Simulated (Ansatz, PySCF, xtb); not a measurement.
Isomers of CH2O: 1 is C=O, 2 is [CH]O; one conformer of each (the lowest of an xTB search), B3LYP-D3(BJ)/def2-TZVP minima.
Isomer 1 (charge 0, multiplicity 1):
```tsv
atom	x (Å)	y (Å)	z (Å)
C	-0.0059	0.0006	0.0000
O	1.1868	-0.1212	-0.0037
H	-0.4951	0.9942	0.0030
H	-0.6858	-0.8736	0.0006
```
Isomer 2 (charge 0, multiplicity 1, Z-matrix in Å and degrees):
```
O
H 1 0.9786
C 1 1.3043 2 116.21
H 3 1.1201 1 107.41 2 0.02
```

| level | electronic energy of isomer 2 less that of isomer 1 (kcal/mol) | minus CCSD(T)/CBS(cc-pVTZ, cc-pVQZ) | cost |
|---|---|---|---|
| GFN1-xTB | 49.64 | -6.98 | - |
| SVWN5/def2-TZVPP | 58.52 | 1.90 | ×0.7 |
| BLYP-D3(BJ)/def2-TZVPP | 57.30 | 0.69 | ×1 |
| BLYP-D4/def2-TZVPP | 57.30 | 0.68 | ×1 |
| revPBE/def2-TZVPP | 57.74 | 1.12 | ×0.9 |
| r2SCAN-D4/def2-TZVPP | 58.60 | 1.98 | ×2 |
| B3LYP/6-31G* | 62.35 | 5.73 | - |
| B3LYP/def2-TZVPP | 57.32 | 0.70 | ×0.9 |
| B3LYP-D4/def2-TZVPP | 57.33 | 0.72 | ×0.9 |
| BHLYP/def2-TZVPP | 56.51 | -0.10 | ×1 |
| M06-2X/def2-TZVPP | 56.07 | -0.55 | - |
| wB97X-V/def2-TZVPP | 56.46 | -0.16 | ×3 |
| wB97M-V/def2-TZVPP | 55.11 | -1.50 | ×3 |
| B2PLYP/def2-TZVPP | 58.34 | 1.72 | ×1 |
| B2PLYP-D3(BJ)/def2-TZVPP | 58.35 | 1.73 | ×1 |
| MP2/cc-pVDZ | 61.06 | 4.45 | - |
| MP2/cc-pVTZ | 60.63 | 4.02 | - |
| MP2/cc-pVQZ | 60.80 | 4.18 | - |
| SCS-MP2/cc-pVTZ | 59.57 | 2.95 | - |
| CCSD(T)/CBS(cc-pVTZ, cc-pVQZ) | 56.62 | 0.00 | ×50 |

 The comparison column counts from a level with limits of its own.

The rows run from 49.64 (GFN1-xTB) to 62.35 kcal/mol (B3LYP/6-31G*). From cc-pVDZ to cc-pVQZ MP2 changes by -0.27. The dispersion term adds 0.02 in B3LYP-D4, 0.01 in B2PLYP-D3(BJ). The 8 functionals in def2-TZVPP without D3 or D4 span 3.41, from wB97M-V to SVWN5.

No zero-point or thermal terms.

Cores are frozen in the correlated methods. CBS: X⁻³ extrapolation of the correlation energy, Hartree–Fock from the larger set. Rows in 6-31G* carry no dispersion term and start afresh at each structure (6-31G* with six Cartesian d functions).

Codes used: Ansatz (Gaussian orbitals); PySCF for 6-31G* rows, M06-2X, the dispersion terms; xtb for the GFN methods. Values without a source in brackets are computed.

Costs are rough ratios of core time to PBE/def2-TZVPP (about 0.8 s over the structures, on one shared machine); a dash marks a level with no comparable run of its own.

Ansatz is a program for electronic structure.
